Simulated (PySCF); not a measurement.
## Orbital picture of SnCl⁺

PBE0 at R = 2.273 Å; PySCF, scalar-relativistic core potentials, basis sets Sn cc-pVTZ-PP with ECP28, Cl cc-pV(T+d)Z. State: ¹Σ⁺ (singlet), closed shell. Only the outer orbitals are listed, counted within each symmetry, core potentials removing the inner ones.

```
orbital  occ.  ε (eV)  on Sn (%)            main shells (%)
     7σ     2  -28.52          9                    90 Cl s
     8σ     2  -19.53         69           68 Sn s, 24 Cl p
     4π     2  -15.21         10                    90 Cl p
     4π     2  -15.21         10                    90 Cl p
     9σ     2  -15.09         50  49 Cl p, 24 Sn s, 24 Sn p
     5π     0   -9.04         93                    92 Sn p
     5π     0   -9.04         93                    92 Sn p
    10σ     0   -6.10         88   74 Sn p, 13 Cl p, 9 Sn d
```

Problem. Which are the highest filled and the lowest empty level, where do they sit, and how wide is the gap?

Solution. Highest filled 9σ at -15.09 eV (in %: 49 Cl p, 24 Sn s, 24 Sn p); lowest empty 5π at -9.04 eV (in %: 92 Sn p); the gap at PBE0 is 6.05 eV.

| Property | Result |
| --- | --- |
| bond order (Mayer) | 1.48 |
| ⟨S²⟩ | 0.000 |
| charge on Sn (Mulliken, basis-dependent) | 1.07 |
| charge on Sn (Löwdin, basis-dependent) | 0.84 |
| dipole moment (positive dipole points towards Cl; it is taken about the centre of mass and depends on that origin) | -2.63 D |
| polarisability along the bond | 56.4 bohr³ |
| polarisability across the bond | 30.4 bohr³ |

Spin–orbit coupling is left out.
